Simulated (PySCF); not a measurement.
## Telling isomers of C₈H₁₇P apart by NMR

How the numbers were obtained: geometry from GFN2-xTB, NMR shieldings at PBE0/pcSseg-1/GIAO, in PySCF (no solvent model, single conformer, no relativistic terms, rapidly exchanging positions averaged).

Chemical shifts δ = σref − σ; ¹H (31.72 ppm) and ¹³C (186.93 ppm) against TMS, all at this level. Splittings of carbon signals by F and P are missing where no couplings were computed. Where no couplings were computed, multiplicities follow the n + 1 count of equivalent neighbours, and m marks all less simple cases (inequivalent or close neighbours, rings, F or P nearby). Shifts are as computed. Against solution values, carbons near 30 ppm lie about +3 ppm off and those near 130 ppm about +5 ppm. Of 1211 compounds with measured shifts, 218 miss one by over three times the rms of a fit or turn the order of signals round; such compounds aren't used in these exercises.

(1) Tabulate the signals of `CC=P1(C)CCCCC1`, `CCC(C)(C)P=C(C)C` and their relative energies.

(2) What is the quickest way to tell CC=P1(C)CCCCC1 from CCC(C)(C)P=C(C)C?

Answers

(1) 
```json
{"SMILES": "CC=P1(C)CCCCC1", "carbon types": "1×CH 5×CH2 2×CH3", "δC": "33.3, 29.5, 25.4, 25.4, 11.9, 9.7", "δH": "2.77 (m, 2H), 2.20 (m, 2H), 1.86 (m, 1H), 1.59 (m, 3H), 1.58 (m, 2H), 1.16 (m, 2H), 1.05 (m, 1H), 1.05 (m, 3H), 0.13 (m, 1H)", "E rel. (kcal/mol)": "11.6"}
{"SMILES": "CCC(C)(C)P=C(C)C", "carbon types": "2×C 1×CH2 5×CH3", "δC": "208.3, 43.6, 38.1, 33.9, 30.2, 29.0, 13.7", "δH": "2.56 (m, 3H), 2.36 (m, 3H), 1.76 (m, 2H), 1.28 (m, 6H), 1.14 (t, 3H)", "E rel. (kcal/mol)": "0.0"}
```

Energies are electronic energies at PBE0/pcSseg-1 on these geometries, without zero-point or thermal terms, each for the one conformer computed, which needn't be the lowest.

(2) Count the carbon signals: 6 against 7. The first has a carbon double-bonded to a heavier main-group atom (CH) at 9.7 ppm, the second a carbon double-bonded to a heavier main-group atom (C) at 208.3 ppm. Their most deshielded carbons lie at 33.3 and 208.3 ppm.
